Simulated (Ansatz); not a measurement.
`C#C[SiH](C)Cl` + CH₃OH → `C#C[SiH](Cl)OC` + CH₄ at 298.15 K and 1 bar (ligand exchange at the Si–C bond).

Isolated molecules relaxed with PBE0-D4/def2-TZVP in Ansatz; ΔE leaves out vibrations. CBS: MP2 limit from def2 TZ/QZ plus the TZ coupled-cluster correction, frozen cores. This one scheme is used for every species. Each species was taken in one conformer, which may not be the lowest.

```json
{"species": "`C#C[SiH](C)Cl`", "CCSD(T)/CBS energy (Eh)": "-866.03655", "H − E (kJ/mol)": "196.2", "S (J/(mol·K))": "348.1"}
{"species": "CH₃OH", "CCSD(T)/CBS energy (Eh)": "-115.61712", "H − E (kJ/mol)": "146.3", "S (J/(mol·K))": "238.2"}
{"species": "`C#C[SiH](Cl)OC`", "CCSD(T)/CBS energy (Eh)": "-941.23261", "H − E (kJ/mol)": "215.6", "S (J/(mol·K))": "378.6"}
{"species": "CH₄", "CCSD(T)/CBS energy (Eh)": "-40.46206", "H − E (kJ/mol)": "127.4", "S (J/(mol·K))": "186.2"}
```

H − E and S are ideal-gas, rigid-rotor, harmonic terms from PBE0-D4/def2-TZVP, for one conformer and one mirror image of each species. 1 Eh = 2625.50 kJ/mol, R = 8.31446 J/(mol·K).

By hand: ΔE, ΔH, ΔS and ΔG.

ΔE = (-941.23261) + (-40.46206) − (-866.03655) − (-115.61712) = -0.04100 Eh = -107.6 kJ/mol. Δ(H − E) = 215.6 + 127.4 − 196.2 − 146.3 = 0.5, so ΔH = -107.1 kJ/mol. ΔS = 378.6 + 186.2 − 348.1 − 238.2 = -21.5 J/(mol·K). ΔG = -107.1 − 298.15 × (-21.5)/1000 = -100.7 kJ/mol.

By hand: the equilibrium constant, and the temperature at which ΔG would vanish if ΔH and ΔS stayed fixed.

log₁₀ K = −ΔG/(RT ln 10) = 17.6. ΔG = 0 at ΔH/ΔS = 4981 K, far beyond where these terms or the molecules hold.

ΔH outweighs TΔS. A doubt of 5 kJ/mol in ΔE shifts log₁₀ K by 0.9 here. Other conformers and mirror images would add mixing entropy, several J/(mol·K) or more a flexible species. These are equilibria of isolated gas molecules and say nothing of rates. Largest T1 diagnostic: 0.012 (customary marks: 0.02 for closed shells, 0.045 for open ones).
